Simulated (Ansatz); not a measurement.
System: CH7OSi2, charge 0, multiplicity 2. It need not be the lowest isomer of its formula. 
Geometry from a B3LYP-D3(BJ)/def2-TZVP (Ansatz, a program for electronic structure) optimisation:
```xyz
11

C     -2.2952    -0.8448     0.1004
Si    -1.0176     0.4525    -0.2836
O      0.4811    -0.1863    -0.0406
Si     2.0840     0.0783     0.1734
H     -2.1664    -1.7193    -0.5401
H     -2.2218    -1.1692     1.1400
H     -3.3011    -0.4498    -0.0621
H     -1.1244     0.8938    -1.6951
H     -1.1865     1.6357     0.5960
H      2.7021    -1.1991     0.6217
H      2.2902     1.1366     1.2045
```
Charge 0, spin multiplicity 2.

Wanted: atomisation energy (electronic, to ground-state atoms), in kJ/mol. Correlated levels leave the core frozen unless marked. UHF or UKS for open shells. No spin-orbit coupling. No relativistic terms. The coupled-cluster limit lacks core correlation, which all-electron functionals hold. CBS(X,Y): correlation extrapolated as X^-3; Hartree-Fock from the larger set.

| level | program | atomisation energy (kJ/mol) | minus last row |
|---|---|---|---|
| HF/6-31G* | Ansatz | 2807.8 | -992.4 |
| HF/aug-cc-pV(T+d)Z | Ansatz | 2888.7 | -911.5 |
| PBE-D3(BJ)/def2-TZVPD | Ansatz + dftd3 | 3781.4 | -18.8 |
| revPBE/def2-TZVPD | Ansatz | 3648.8 | -151.4 |
| r2SCAN-D4/def2-TZVPD | Ansatz + dftd4 | 3797.2 | -3.0 |
| B3LYP/def2-TZVPD | Ansatz | 3751.9 | -48.3 |
| PBE0/6-31G* | Ansatz | 3683.4 | -116.8 |
| BHLYP-D3(BJ)/def2-TZVPD | Ansatz + dftd3 | 3728.5 | -71.7 |
| HSE06-D3(BJ)/def2-TZVPD | Ansatz + dftd3 | 3752.5 | -47.7 |
| CAM-B3LYP-D3(BJ)/def2-TZVPD | Ansatz + dftd3 | 3809.0 | 8.8 |
| LC-wPBE/def2-TZVPD | Ansatz | 3756.7 | -43.5 |
| wB97M-V/def2-TZVPD | Ansatz | 3786.2 | -14.0 |
| B2GP-PLYP-D4/def2-TZVPD | Ansatz + dftd4 | 3739.3 | -60.9 |
| B2PLYP/def2-TZVPD | Ansatz | 3733.5 | -66.7 |
| RPA@PBE/cc-pV(T+d)Z | Ansatz | 3551.4 | -248.8 |
| RI-MP2/aug-cc-pV(T+d)Z | Ansatz | 3744.6 | -55.6 |
| RI-MP2/aug-cc-pV(Q+d)Z | Ansatz | 3797.2 | -3.0 |
| CCSD/aug-cc-pV(T+d)Z | Ansatz | 3679.0 | -121.2 |
| CCSD(T)/STO-3G | Ansatz | 3918.3 | 118.1 |
| CCSD(T)/cc-pVTZ | Ansatz | 3673.6 | -126.6 |
| CCSD(T)/CBS(cc-pV(T+d)Z,cc-pV(Q+d)Z) | Ansatz | 3800.2 | 0.0 |
